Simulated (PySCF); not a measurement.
How the method moves the HOMO and LUMO of 3-chlorophenol

3-chlorophenol, C6H5ClO.
Atom-mapped SMILES: `[OH:1][c:2]1[cH:3][cH:4][cH:5][c:6]([Cl:7])[cH:8]1` (hydrogens: H9 on O1; H10 on C3; H11 on C4; H12 on C5; H13 on C8)

Basis pcSseg-1 throughout (PySCF), one geometry. Isolated species at its PBE0-D3(BJ)/def2-SVP geometry (one conformer only).

Problem. How do the orbital energies, the gap and the dipole change with the method?

Solution. 
| method | kind | HOMO (eV) | LUMO (eV) | gap (eV) | μ (D) | SCF cycles |
| --- | --- | --- | --- | --- | --- | --- |
| BLYP | GGA | -5.53 | -1.28 | 4.25 | 1.11 | 16 |
| B97-D | GGA | -5.67 | -1.36 | 4.31 | 1.12 | 16 |
| OPBE | GGA | -5.71 | -1.36 | 4.34 | 1.19 | 17 |
| PBE | GGA | -5.72 | -1.45 | 4.27 | 1.15 | 16 |
| PBE0 | global hybrid | -6.81 | -0.62 | 6.19 | 1.04 | 14 |
| mPW1PW91 | global hybrid | -6.84 | -0.64 | 6.20 | 1.03 | 14 |
| CAM-B3LYP | range-separated hybrid | -7.99 | 0.49 | 8.48 | 0.99 | 13 |
| HF | Hartree–Fock | -8.91 | 2.93 | 11.84 | 0.86 | 12 |

The HOMO spans 3.38 eV, from BLYP down to HF, and the gap runs from 4.25 eV (BLYP) to 11.84 eV (HF). Over the methods BLYP (0 %), B97-D (0 %), OPBE (0 %), PBE (0 %), PBE0 (25 %), mPW1PW91 (25 %), HF (100 %), a straight line through the gap against the share of exact exchange rises by 0.75 eV for each 10 % (correlation coefficient 1.000). The dipole ranges from 0.86 D (HF) to 1.19 D (OPBE). This basis has no diffuse functions.

The vertical ΔSCF ionisation energy at B3LYP/def2-SVPD is 8.63 eV; −ε(HOMO) comes closest to it with HF (8.91 eV).
